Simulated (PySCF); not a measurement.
Species: C₅H₅FO.
SMILES: `O=C1C=CC[C@@H]1F`

Computed with PySCF at CAM-B3LYP/def2-SVPD, non-relativistic, on one gas-phase PBE0-D3(BJ)/def2-SVP geometry that isn't relaxed in the solvent. The solvent is an IEF-PCM continuum (cavity from Bondi-type radii × 1.2), and excitations are vertical TDDFT with non-equilibrium linear response and a frozen core. Specific hydrogen bonds and non-electrostatic terms are outside this model.

Gas-phase singlets (H = HOMO, L = LUMO):

```tsv
state	E (eV)	λ (nm)	f	leading configuration
S1	3.841	323	0.000	H→L 93%
S2	6.062	205	0.275	H-1→L 94%
S3	6.780	183	0.006	H→L+2 46%
S4	7.187	173	0.006	H-2→L 92%
S5	7.508	165	0.014	H→L+1 42%
```

Q: What are the lowest 5 singlets in chloroform (ε = 4.711)?

A: 
| state | E (eV) | λ (nm) | f | leading configuration | change by rank (eV) |
| --- | --- | --- | --- | --- | --- |
| S1 | 4.023 | 308 | 0.001 | H→L 94% | +0.182 |
| S2 | 5.822 | 213 | 0.347 | H-1→L 96% | -0.240 |
| S3 | 7.021 | 177 | 0.006 | H→L+1 31% | +0.241 |
| S4 | 7.148 | 173 | 0.007 | H-2→L 75% | -0.039 |
| S5 | 7.603 | 163 | 0.028 | H→L+3 35% | +0.095 |

Q: How does the list change in dimethylsulfoxide (ε = 46.83)?

A: 
| state | E (eV) | λ (nm) | f | leading configuration | change by rank (eV) |
| --- | --- | --- | --- | --- | --- |
| S1 | 4.099 | 302 | 0.001 | H→L 93% | +0.258 |
| S2 | 5.766 | 215 | 0.346 | H-1→L 95% | -0.296 |
| S3 | 7.058 | 176 | 0.011 | H-2→L 67% | +0.278 |
| S4 | 7.186 | 173 | 0.003 | H→L+1 38% | -0.001 |
| S5 | 7.588 | 163 | 0.032 | H→L+3 38% | +0.080 |

Q: The ground-state energy changes by -0.379 eV from gas to dimethylsulfoxide. By how much does the total energy of gas-phase S1 change?

A: E(S1) = E(S0) + excitation energy, so it changes by -0.379 + 0.258 = -0.121 eV: it is lowered less than the ground state, which is what a blue shift means. This is the vertical state, with the slow part of the continuum still set for S0.

Q: How do the frontier levels move from gas to dimethylsulfoxide?

A: 
```csv
orbital,gas (eV),solvent (eV),change (eV)
LUMO+2,1.51,1.88,+0.37
LUMO+1,1.18,1.59,+0.41
LUMO,-0.76,-0.59,+0.17
HOMO,-8.94,-9.06,-0.12
HOMO-1,-9.69,-9.41,+0.28
HOMO-2,-11.48,-11.31,+0.17
HOMO-3,-12.23,-12.22,+0.01
```

The HOMO–LUMO gap goes from 8.18 to 8.47 eV. Rows go by rank; for HOMO-3, LUMO+1 and LUMO+2 the atom shares or the degeneracy differ between the runs, so the row needn't follow one orbital.
